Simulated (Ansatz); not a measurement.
`N[SiH2][CH2][AlH2]`, relaxed with RKS PBE0-D4/def2-TZVP in Ansatz 0.2.0 from a PBE-D4/def2-SVP geometry. The force threshold is 0.005 eV/Å; the program also tests the step.

Charge 0, multiplicity 1.

Start:

```xyz
12

N    -2.242   -0.082   -0.703
Si   -0.616   -0.653   -0.384
C     0.466    0.784    0.177
Al    2.148    0.253    1.037
H    -2.348    0.649   -1.412
H    -2.968   -0.792   -0.841
H     0.096   -1.330   -1.541
H    -0.758   -1.698    0.696
H     0.686    1.410   -0.716
H    -0.139    1.384    0.892
H     3.464   -0.021    0.160
H     2.211    0.095    2.633
```

(1) How much energy does the relaxation release, and in how many steps? (An estimate is asked.)

(2) Which bonds change most? (Estimate.)

(3) Give the relaxed structure. (Estimate.)

## Answers

(1) The calculation gave: 4.84 kJ/mol, in 18 steps, 3 of them rejected.

(2) The calculation gave: N1–Si2 from 1.752 to 1.722 Å; Si2–C3 from 1.884 to 1.858 Å; Si2–H7 from 1.518 to 1.498 Å; Si2–H8 from 1.510 to 1.491 Å.

(3) Computed: 
```xyz
12

N    -2.201   -0.097   -0.768
Si   -0.620   -0.641   -0.351
C     0.450    0.776    0.195
Al    2.140    0.249    1.007
H    -2.311    0.632   -1.455
H    -2.949   -0.769   -0.842
H     0.109   -1.351   -1.450
H    -0.811   -1.638    0.740
H     0.658    1.399   -0.683
H    -0.125    1.367    0.917
H     3.441    0.070    0.115
H     2.218    0.005    2.574
```
